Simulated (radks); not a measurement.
Values are calculated unless marked as measured or tabulated.
Question: The table gives one normalised radial function P(r) = r R(r) of Zn19+ in [Ne] 3s1 (r in bohr). Code: a radial shooting solver on a logarithmic mesh with Libxc functionals. Model: scalar-relativistic Kohn-Sham, BLYP, spin-polarised, spherical densities, finite nucleus; open shells are filled with parallel spins first; Fermi nuclear charge, rms radius 3.9283 fm.

r          P
0.005656  0.0261
0.007075  0.0394
0.008781  0.0585
0.01099   0.0876
0.01374   0.1303
0.01706   0.1896
0.02134   0.2765
0.0267    0.3974
0.03314   0.5542
0.04146   0.7651
0.05186   1.0271
0.06437   1.3203
0.08053   1.6432
0.1007    1.9415
0.125     2.1475
0.1564    2.2094
0.1942    2.0766
0.2429    1.7392
0.3039    1.2650
0.3771    0.7897
0.4718    0.3926
0.5903    0.1495
0.7326    0.0429
0.9166    0.0078
1.147     0.0008
1.423     0.0001
1.78      0.0000

Which n and l does it have? It may be an empty orbital.

Answer: n = 2, l = 1: the number of nodes gives n - l - 1 = 0, the rise at small r (about r^(l+1)) gives l, and the extent must fit the shell. The curve is that of 2p up; the table hardly tells the two spins apart. 2p up: eigenvalue -1743.8 eV, 0 radial nodes, <r> = 0.194 bohr, 90 % of the charge inside 0.316 bohr.
